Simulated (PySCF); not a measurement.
## Levels of Cr⁵⁺ from EOM-EA-GCCSD

Reference: closed-shell Cr⁶⁺, [Ar]; one electron is added. Calculated with PySCF 2.14, two-component X2C-1e with screened spin-orbit coupling, x2c-TZVPPall-2c with one added diffuse shell each of s, p, d, f type (7s8p5d3f1g, 86 functions); frozen 1s2; of the others 110 kept and the rest restored at second order. No Breit or QED terms. Binding energies in eV.

| level | Koopmans | second order | EOM-CCSD |
| --- | --- | --- | --- |
| 3d3/2 | 88.536 | 90.137 | 90.029 |
| 3d5/2 | 88.422 | 90.017 | 89.910 |
| 4s1/2 | 59.381 | 60.295 | 60.260 |
| 4p1/2 | 52.771 | 53.621 | 53.617 |
| 4p3/2 | 52.537 | 53.377 | 53.375 |
| 4d3/2 | 39.556 | 40.194 | 40.236 |

Electric-dipole lines between these computed levels:

| lower | upper | ΔE (eV) | vacuum wavelength (nm) |
| --- | --- | --- | --- |
| 3d3/2 | 4p1/2 | 36.413 | 34.05 |
| 3d3/2 | 4p3/2 | 36.654 | 33.83 |
| 3d5/2 | 4p3/2 | 36.534 | 33.94 |
| 4s1/2 | 4p1/2 | 6.644 | 186.6 |
| 4s1/2 | 4p3/2 | 6.885 | 180.1 |
| 4p1/2 | 4d3/2 | 13.380 | 92.66 |
| 4p3/2 | 4d3/2 | 13.139 | 94.36 |

For comparison, the ionisation energy of Cr⁵⁺ is 90.635 eV (measured; NIST Atomic Spectra Database, ionization energies).

The screened spin-orbit operator tends to give fine-structure splittings of light species too large.

Gaps of this size point to the basis (7s8p5d3f1g), which has few functions of high l to correlate and polarise the inner shells.

The highest levels are limited by the diffuse functions of the basis.
